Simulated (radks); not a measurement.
Results of a calculation; reference values are marked as such.
Ionisation of the indium ion In6+, [Kr] 4d7, to In7+, [Kr] 4d6, under several functionals. Scalar-relativistic Kohn-Sham, spin-polarised, spherical densities, finite nucleus; open shells are filled with parallel spins first (spin-orbit coupling, left out, can overturn this in heavy ions); a radial shooting solver on a logarithmic mesh with Libxc functionals.

LDA (Slater exchange, VWN5 correlation): E(In6+) (hartree) -5866.17352; Exc (hartree) -151.21816; IE (eV) 111.30; -e(HOMO) (eV) 101.58; <r> HOMO (bohr) 1.045; IE error (eV) +2.3
RPBE: E(In6+) (hartree) -5871.75703; Exc (hartree) -156.86295; IE (eV) 110.87; -e(HOMO) (eV) 101.19; <r> HOMO (bohr) 1.044; IE error (eV) +1.9
XLYP: E(In6+) (hartree) -5872.55776; Exc (hartree) -157.65079; IE (eV) 110.81; -e(HOMO) (eV) 101.11; <r> HOMO (bohr) 1.047; IE error (eV) +1.8
B86b exchange with PBE correlation: E(In6+) (hartree) -5872.09566; Exc (hartree) -157.19945; IE (eV) 110.96; -e(HOMO) (eV) 101.28; <r> HOMO (bohr) 1.044; IE error (eV) +2.0
LDA (Slater exchange, Perdew-Zunger correlation): E(In6+) (hartree) -5866.15088; Exc (hartree) -151.19543; IE (eV) 111.34; -e(HOMO) (eV) 101.61; <r> HOMO (bohr) 1.045; IE error (eV) +2.3
AM05: E(In6+) (hartree) -5866.45510; Exc (hartree) -151.51342; IE (eV) 111.01; -e(HOMO) (eV) 101.30; <r> HOMO (bohr) 1.043; IE error (eV) +2.0

NIST Atomic Spectra Database: 109 eV (theoretical). Closest: XLYP. The Delta-SCF values span 0.53 eV, the total energies 6.41 hartree. The highest occupied level is 4d. Open shells are spherical and high-spin; term and fine-structure splittings are not resolved. Spin-orbit splitting is averaged out at the scalar-relativistic level.
